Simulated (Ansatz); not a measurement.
CH₄O₂Sn (`C[O][Sn][OH]`), 8 atoms. Charge 0, multiplicity 1. Correlated methods include outer-core shells of Sn, which these sets cover unevenly. Sn takes the def2 core potential. Hardware: A = 2 threads of an AMD EPYC 7R13 on a shared host; B = 2 threads of an AMD EPYC 7R13 on a shared host and a share of an NVIDIA H100 80 GB. Correlated methods freeze the cores. Open-shell runs search over several starts.

Task: How many basis functions does each run have, and how long does it take in Ansatz? UKS B3LYP-D4/def2-TZVPP energy of the cation [A]; UKS ωB97M-V/def2-TZVPP energy of the cation [A]; UKS PBE-D4/def2-TZVPP energy of the cation [A]; RKS PBE0-D4/def2-QZVPP energy [B]; RHF-CCSD(T)/def2-SVP energy [A]; RKS ωB97X-V/def2-TZVPP energy [A]; RKS PBE-QIDH (frozen core)/def2-TZVPP energy [A]; RKS ωB97M-V/def2-SVP energy [A]; UHF-MP2/def2-QZVPP energy of the cation [B]; RKS PBE0-D4/def2-SVP energy [A]; RKS r2SCAN-D4/def2-TZVPP energy and forces [A]; UKS ωB97X-V/def2-TZVPP energy of the cation [A]. (Estimate.)

Result: Computed: Other jobs shared the machine, so times are rough.

```tsv
level	job	functions	wall time	peak host memory (GiB)
RKS PBE0-D4/def2-SVP	energy [A]	88	1.3 s	0.38
RKS r2SCAN-D4/def2-TZVPP	energy and forces [A]	199	4.1 s	0.27
RKS ωB97M-V/def2-SVP	energy [A]	88	4.2 s	0.38
RKS PBE-QIDH (frozen core)/def2-TZVPP	energy [A]	199	6 s	0.5
RHF-CCSD(T)/def2-SVP	energy [A]	88	6 s	0.38
RKS ωB97X-V/def2-TZVPP	energy [A]	199	7 s	0.53
RKS PBE0-D4/def2-QZVPP	energy [B]	373	7.5 s	0.89
UKS PBE-D4/def2-TZVPP	energy of the cation [A]	199	24 s	0.58
UKS B3LYP-D4/def2-TZVPP	energy of the cation [A]	199	25 s	0.81
UKS ωB97X-V/def2-TZVPP	energy of the cation [A]	199	38 s	1
UKS ωB97M-V/def2-TZVPP	energy of the cation [A]	199	45 s	1.1
UHF-MP2/def2-QZVPP	energy of the cation [B]	373	71 s	1
```

B3LYP here is the variant with VWN-RPA as its local correlation; programs differ in this.
